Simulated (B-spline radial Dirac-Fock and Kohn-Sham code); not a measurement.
Model: Dirac-Fock energy differences between relaxed states, corrected for Breit and QED terms. Program: a radial atomic solver. Correlation energy is missing from these numbers.

**Question.** Identify the element and charge state from the binding energies below (tabulated ground configuration; the least bound level is included).

| level | binding energy (eV) |
| --- | --- |
| 1s | 34165.3 |
| 2s | 7845.9 |
| 2p | 7482.4 |

**Answer.** Sb⁴⁴⁺: Z = 51 with 7 electrons, [He] 2s2 2p3. The hydrogen-like estimate √(E/Ry) = 50.1 for the K level lies 0.9 below Z (screening lowers it, relativity raises it); the outermost level, at 7482.4 eV, fixes the charge.

Values without a named source are computed, but for edge energies of neutral atoms, which are taken from tables.
